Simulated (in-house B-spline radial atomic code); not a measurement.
A radial electron density 4πr²n(r) was computed for an atom or ion in its tabulated ground configuration with an all-electron radial atomic-structure program (B-spline basis); method: Dirac-Kohn-Sham LDA exchange-only, spherical fractional occupations. Columns: r (bohr), 4πr²n(r) (electrons per bohr), bar.

```
 0.00192    1.458 #
 0.00235    2.091 ##
 0.00287    2.967 ###
 0.00351    4.188 ####
  0.0043    5.868 #####
 0.00526    8.101 #######
 0.00644    11.03 #########
 0.00788    14.74 #############
 0.00964    19.26 ################
  0.0118     24.5 #####################
  0.0144    30.08 ##########################
  0.0177    35.72 ###############################
  0.0216    40.25 ##################################
  0.0264    43.04 #####################################
  0.0323    43.41 #####################################
  0.0396    41.37 ###################################
  0.0484    38.16 #################################
  0.0592     35.9 ###############################
  0.0725    36.87 ################################
  0.0887    41.71 ####################################
   0.109    48.23 #########################################
   0.133    51.49 ############################################
   0.162    48.26 #########################################
   0.199     39.1 #################################
   0.243    30.54 ##########################
   0.298    28.22 ########################
   0.364    31.89 ###########################
   0.446    34.93 ##############################
   0.545    31.56 ###########################
   0.667    22.58 ###################
   0.816    13.25 ###########
   0.999    7.475 ######
    1.22     5.35 #####
     1.5    4.699 ####
    1.83    3.936 ###
    2.24     2.74 ##
    2.74    1.549 #
    3.35   0.7085 #
     4.1   0.2565 
    5.02  0.07125 
    6.14  0.01463 
    7.52 0.002047
```

Which atom or ion is it?
A. Sr+
B. As
C. Se
D. Br

D. The area under the curve, ∫4πr²n dr = ∫r·4πr²n d(ln r) on this logarithmic grid, is 35 electrons, which only this option has. The configuration is [Ar] 3d10 4s2 4p5.
